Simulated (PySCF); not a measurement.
A run for PySCF: R-HF/STO-3G on CH6BeSi (SMILES [CH3][Be][SiH3]), a point of a bond scan (R = 2.011 Å).

```python
from pyscf import gto, scf, dft, mp
from pyscf.data.elements import chemcore

mol = gto.M(
    atom='''
    Be   -0.09423418    0.60885896   -0.43233624
    C    -0.30367175    1.96206151   -1.39321311
    H    -1.09943238    2.61396247   -1.01624744
    H    -0.57125009    1.69742265   -2.42213540
    H     0.60550301    2.57087395   -1.44854529
    Si    0.17948039   -1.15964546    0.82343660
    H     0.22529579   -2.86011064   -0.24863879
    H    -0.91392648   -1.32087649    1.82186631
    H     1.45193001   -1.11490180    1.59626639
    ''',
    basis='sto-3g',
    charge=0, spin=0, verbose=3, max_memory=1800)
mf = scf.RHF(mol)
mf.conv_tol = 1e-8
mf.max_cycle = 100
mf.kernel()
if not mf.converged:
    mf = mf.newton().run(mf.mo_coeff, mf.mo_occ)
```

Task: Predict the final total energy.

Result: -340.8440 hartree.
